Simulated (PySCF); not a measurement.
CH3Cl3F2GeSi, SMILES [Cl][Ge]([Cl])([CH2][SiH](F)F)[Cl], PBE0/def2-SVP optimised geometry. Atoms within 1.6 Å of the plane z = 1.2 Å (x, y, z in Å): Si1 (-0.30, 0.23, 0.00), F2 (-0.81, -0.44, 1.37), F3 (-0.84, 1.75, 0.00), H9 (1.17, 0.23, 0.00).

Level of theory: PBE0/def2-TZVP in PySCF. Cells within 0.4 Å of a nucleus heavier than hydrogen are left out (blank, or x).

Map of the electron localisation function on the plane z = 1.2 Å:

```
|00000000000000000000000000000|
|00000000000000000000000000000|
|00000000000000000000000000000|
|00000000000000000000000000000|
|00000000000000000000000000000|
|00000000011211000000000000000|
|00000000122332100000000000000|
|00000000123432100000000000000|
|00000000123332100000000000000|
|00000000011111000001100000000|
|00000000000000000124420000000|
|00000000000000001268851000000|
|00000000013442101379983000000|
|00000001367876311369983000000|
|00000013689998510148983000000|
|00000014799xx9720025761000000|
|0000001479xxx9720002320000000|
|00000013689998620000000000000|
|00000002478887520000000000000|
|00000001246665310000000000000|
|00000000123332100000000000000|
|00000000000110000000000000000|
|00000000000000000000000000000|
|00000000000000000000000000000|
|00000000000000000000000000000|
|00000000000000000000000000000|
|00000000000000000000000000000|
|00000000000000000000000000000|
|00000000000000000000000000000|
```
Scale: ten equal steps from 0.000 (start of '0') to 0.904 (end of '9'), in the order '0123456789'; x runs from -4.00 to 4.00, y from -4.00 (bottom) to 4.00 (top).
